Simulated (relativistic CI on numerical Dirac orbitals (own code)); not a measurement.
# Spin-orbit doublets in the photoemission of iodine

Problem. Photoelectron lines from p, d and f shells are doublets, and peak fits need their splitting and area ratio. Find both for the 3d line of iodine, from the calculated spin-orbit constant ζ(3d) = 4.588 eV of the closed-shell ion I⁷⁺ with one hole. Is the doublet resolved if instrument, lifetime and solid give each line a width of 2.0 eV (assumed)?

Working.
1. One hole with l = 2 gives j = 5/2 and j = 3/2. For a hole the level of higher j has the lower binding energy.
2. The splitting is (l + ½)ζ = 2.5 × 4.588 = 11.47 eV.
3. The areas follow 2j + 1: 6 : 4, so the weaker line has 0.667 of the stronger one's area, if the radial matrix elements are equal.
4. Splitting over width is 5.73: two separate peaks.

Check. The difference of tabulated binding energies of the element (M4 less M5; Elam, Ravel and Sieber, Radiat. Phys. Chem. 63, 121 (2002), rounded to 0.1 eV or more) is 11.5 eV.

All doublets of I⁷⁺, calculated as differences of Dirac-Coulomb-Breit total energies with one hole (eV):

```json
{"Shell": "2p", "Calculated": "295.2", "Without Breit and QED": "298.7", "Tabulated, element": "295.0"}
{"Shell": "3p", "Calculated": "56.82", "Without Breit and QED": "57.5", "Tabulated, element": "56.0"}
{"Shell": "3d", "Calculated": "11.5", "Without Breit and QED": "11.81", "Tabulated, element": "11.5"}
{"Shell": "4p", "Calculated": "11.18", "Without Breit and QED": "11.32", "Tabulated, element": ""}
{"Shell": "4d", "Calculated": "1.759", "Without Breit and QED": "1.81", "Tabulated, element": "1.7"}
```

The Breit and QED terms lower the splittings by 1.2 to 2.8 %. The 4p hole of the elements from Cd to Xe decays so fast that 4p1/2 is no sharp line in experiment.
